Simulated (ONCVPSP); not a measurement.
**Varying the ONCV potential for Hg (Z = 80)**

Base potential:

```
Element                 : mercury
Generator               : ONCVPSP 4.0.1
Type                    : optimised norm-conserving Vanderbilt (ONCV)
Functional              : PBE
Relativity              : scalar-relativistic
Frozen core             : [Kr] 4d10 4f14 5s2
Valence charge          : 18
Reference configuration : 5p6 5d10 6s1.5 6p0.5
Partial waves           : 6s: rc 2.00 bohr, ncon 4, nbas 7, qcut 2.8 1/bohr, 1 projector; 5p+6p: rc 1.70 bohr, ncon 4, nbas 7, qcut 9.6 1/bohr, 2 projectors; 5d: rc 1.90 bohr, ncon 3, nbas 7, qcut 8.3 1/bohr, 3 projectors, debl 2.5 Ha
Local potential         : polynomial inside 1.55 bohr (lpopt 5, dvloc0 -1 Ha)
Core correction         : polynomial model core, fcfact 0.4
```

Cutoffs, loose and tight: the cutoffs (Ha) at which the residual kinetic energy of the hardest occupied pseudo-wave falls to 1 and 0.1 mHa per electron. They do not see the model core or the augmentation charge, which bear on the density cutoff. Test errors are all-electron minus pseudo excitation energies from the reference, over the configurations 5p6 5d10 6s2 6p0; 5p6 5d10 6s1 6p0; 5p6 5d10 6s0 6p0; 5p6 5d10 6s0 6p2. A dash means not determined; rows that change the core or the reference have their own tests. The largest error is taken over the tests solved by every variant that gives reliable tests at all: 5p6 5d10 6s0 6p2; 5p6 5d10 6s1 6p0; 5p6 5d10 6s2 6p0.

A true bound ghost makes a file unfit for plane-wave use even where its test errors are small: the radial tests pick states by their node count and pass the ghost by.

| change | outcome | cutoff, loose | cutoff, tight | bound ghosts | GHOST(+) flags above zero | largest test error (meV) |
| --- | --- | --- | --- | --- | --- | --- |
| base | generated | 22 Ha | 29 Ha | s | none | -23 |
| s: rc 1.7, qcut 3.3 | failed: optimize: ERROR ps0norm > uunorm, code will stop | – | – | – | – | – |
| s: rc 1.36; local potential polynomial inside 1.36 bohr (lpopt 5, dvloc0 -1 Ha) | failed: optimize: ERROR ps0norm > uunorm, code will stop | – | – | – | – | – |
| core correction Teter function, fcfact 1.75, rcfact 1.45 | generated | 22 Ha | 29 Ha | s | none | -22 |
| all radii but the core radius scaled by about 1.21 (s 2.42, p 2.06, d 2.30 bohr); local potential polynomial inside 1.88 bohr (lpopt 5, dvloc0 -1 Ha) | generated | 19 Ha | 23 Ha | s | none | -22 |
| s: nproj 2 | generated | 22 Ha | 29 Ha | s | none | -24 |

Q: What comes out with this change to the base: reference 5p6 5d10 6s1.75; wave 5p+6p: rc 1.70 bohr, ncon 4, nbas 7, qcut 9.6 1/bohr, 2 projectors becomes 5p: rc 1.70 bohr, ncon 4, nbas 7, qcut 9.6 1/bohr, 2 projectors, debl 2.2 Ha?

A: outcome: generated, projector energies reset by the program; cutoff, loose: 22 Ha; cutoff, tight: 29 Ha; bound ghosts: s; GHOST(+) flags above zero: none; largest test error (meV): -44 over the solved tests; 1 of 4 tests not solved or not reliable.
